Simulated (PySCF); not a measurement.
# Two-component Hartree-Fock for Pr⁴¹⁺ (praseodymium, charge +41)

Start: [Ar]. Calculated with PySCF 2.14 in an uncontracted even-tempered set (18 s from 8.9 bohr⁻², ratio 2.4; 14 p from 12 bohr⁻², ratio 2.4; 4 d from 46 bohr⁻², ratio 2.6; 4 f from 68 bohr⁻², ratio 2.6): generalised Hartree-Fock with the X2C-1e Hamiltonian and a Gaussian nucleus; one run each with spin-orbit coupling (SO) switched off, then screened by Boettger's factors.

| spinor shell | electrons | ε, spin-free (eV) | ε, screened SO (eV) | weight of nominal j (screened SO) | rms radius, screened SO (bohr) |
| --- | --- | --- | --- | --- | --- |
| 1s1/2 | 2 | -44611.7 | -44606.1 | 1.000 | 0.0275 |
| 2s1/2 | 2 | -9240.9 | -9239.3 | 1.000 | 0.110 |
| 2p1/2 | 2 | -8522.1 | -8866.2 | 1.000 | 0.0944 |
| 3s1/2 | 2 | -3503.9 | -3503.4 | 1.000 | 0.268 |
| 3p1/2 | 2 | -3267.5 | -3351.1 | 1.000 | 0.257 |
| 3p3/2 | 4 | -3267.5 | -3230.4 | 1.000 | 0.267 |

(1) Where does 2p3/2 lie, and what is the 2p spin-orbit splitting (screened SO)?

```tsv
quantity	spin-free	screened SO
E (hartree)	-7808.63995	-7812.88360
M_J	0	0
⟨J²⟩	0.000	0.000
⟨L²⟩	0.000	0.020
⟨S²⟩	0.000	0.020
```

Breit and QED terms are absent; they matter most for the inner s and p1/2 levels.

Densities and radii are taken from the X2C orbitals without a picture-change correction, which distorts them close to the nucleus.

Without spin-orbit coupling the j labels of p, d and f shells carry no meaning; the spin-free column gives the mean over the occupied spinors of each nl shell.

Answers

(1) At -8371.3 eV, 494.84 eV above 2p1/2.
